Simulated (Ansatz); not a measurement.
Calculated with Ansatz (gas phase, PBE0-D4/def2-TZVP geometries, no zero-point term in ΔE). CBS: MP2 limit from def2 TZ/QZ plus the TZ coupled-cluster correction, frozen cores. DFT in def2-TZVPP. B3LYP here is the variant with VWN-RPA as its local correlation; programs differ in this. For Br outer-core shells are correlated without core-valence functions, which leaves a few kJ/mol of doubt a bond. Scalar relativity is left out up to krypton. Each species was taken in one conformer, which may not be the lowest.

Consider the ligand exchange at the Al–C bond: `C[CH]([AlH2])[AlH][SiH3]` + HBr → `[SiH3][AlH][Br]` + `C[CH2][AlH2]`.

`C[CH]([AlH2])[AlH][SiH3]`:

```xyz
15

C     0.671   -1.156   -0.943
C     0.263   -0.938    0.524
Al   -1.229   -2.021    1.139
Al    0.052    0.936    1.020
Si    0.160    2.636   -0.756
H     1.497   -0.510   -1.260
H    -0.164   -0.949   -1.618
H     0.985   -2.185   -1.144
H     1.064   -1.232    1.230
H    -1.428   -2.291    2.693
H    -2.262   -2.609    0.082
H    -0.181    1.318    2.548
H     1.507    2.643   -1.399
H    -0.825    2.335   -1.837
H    -0.110    4.023   -0.280
```

HBr:

Z-matrix (Å, degrees):
```
Br
H 1 1.420
```

`[SiH3][AlH][Br]`:

```xyz
7

Si    0.160   -1.097    0.027
Al   -0.141    1.313   -0.257
Br   -0.949    2.473    1.511
H    -0.762   -1.645    1.059
H     1.559   -1.374    0.461
H    -0.067   -1.828   -1.251
H     0.199    2.157   -1.551
```

`C[CH2][AlH2]`:

Cartesian coordinates in Å:
```
C -0.556 -0.092 1.208
C -0.325 -0.492 -0.248
Al 0.980 0.560 -1.261
H -1.298 -0.729 1.700
H -0.909 0.939 1.292
H 0.364 -0.156 1.795
H -1.270 -0.462 -0.808
H -0.015 -1.545 -0.312
H 1.283 0.195 -2.780
H 1.747 1.782 -0.587
```

```tsv
level	ΔE (kJ/mol)	difference from CCSD(T)/CBS
PBE-D4	-146.8	9.6
r2SCAN-D4	-155.6	0.8
B3LYP-D4	-155.7	0.7
ωB97X-V	-157.8	-1.4
PBE	-153.1	3.3
r2SCAN	-157.8	-1.4
PBE0	-159.5	-3.1
B3LYP	-165.4	-9.0
HF/def2-TZVPP	-187.1	-30.7
MP2/def2-TZVPP	-155.6	0.8
SCS-MP2/def2-TZVPP	-158.3	-1.9
CCSD/def2-TZVPP	-157.5	-1.1
CCSD(T)/def2-TZVPP	-152.5	3.9
HF/def2-QZVPP	-186.3	-29.9
MP2/def2-QZVPP	-157.6	-1.2
CCSD/CBS(def2)	-161.5	-5.1
CCSD(T)/CBS	-156.4	0
```

Largest T1 diagnostic among the species: 0.012.

In def2-TZVPP, CCSD(T) changes the Hartree–Fock value by +34.6 kJ/mol (the triples alone add +5.0 kJ/mol) and MP2 by +31.5 kJ/mol. The D4 term adds +9.7 kJ/mol with B3LYP and +5.8 kJ/mol with PBE0; it sums over pairs of atoms, weighted by their polarisabilities, and B3LYP, whose exchange is more repulsive, gets the larger term.
